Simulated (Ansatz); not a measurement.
Ansatz (a quantum-chemistry and plane-wave program) input for BClBr2, SMILES ClB(Br)Br, PBE/def2-SVPD. Geometry: PBE0-D3(BJ)/def2-SVP.

Ansatz 0.2 input:
```yaml
crystal:
  periodic: [false, false, false]
  atoms:
    - {symbol: B, position_ang: [0.00000000, 0.00000000, -0.40139040]}
    - {symbol: Cl, position_ang: [0.00000000, 0.00000000, -2.14127119]}
    - {symbol: Br, position_ang: [0.00000000, 1.64532461, 0.54869374]}
    - {symbol: Br, position_ang: [0.00000000, -1.64532461, 0.54869374]}
basis:
  gaussian:
    orbitals: def2-SVPD
hamiltonian:
  xc: {name: PBE}
```

It prints:

```
WARN ansatz: RAYON_NUM_THREADS=1 ignored (pool sized by the plan → 1); use --threads N
Functional definition: PBE
integrals: 0.09 GiB planned
1313 factors; their error is unknown
mean field: 0.43 GiB planned
mean field evaluation 1: about -153245.5810 eV, gradient 1.9e1 eV
mean field evaluation 2: about -153243.5946 eV, gradient 3.2e1 eV
mean field evaluation 4: about -153246.4777 eV, gradient 1.2e0 eV
mean field evaluation 8: about -153246.4300 eV, gradient 4.8e-2 eV
mean field -153246.43004544 eV, -5631.7024300089 hartree, gradient 1.9e-5 eV, S^2 0.000000; 0 other end points of the search recorded, 0 dependent functions left out
reference -153246.43009573 eV, -5631.7024318569 hartree; 46, 46 occupied and 83, 83 virtual orbitals, 1313 factors
Total energy: -153246.43009573 eV, -5631.7024318569 hartree
```

The calculation finished and met its thresholds.
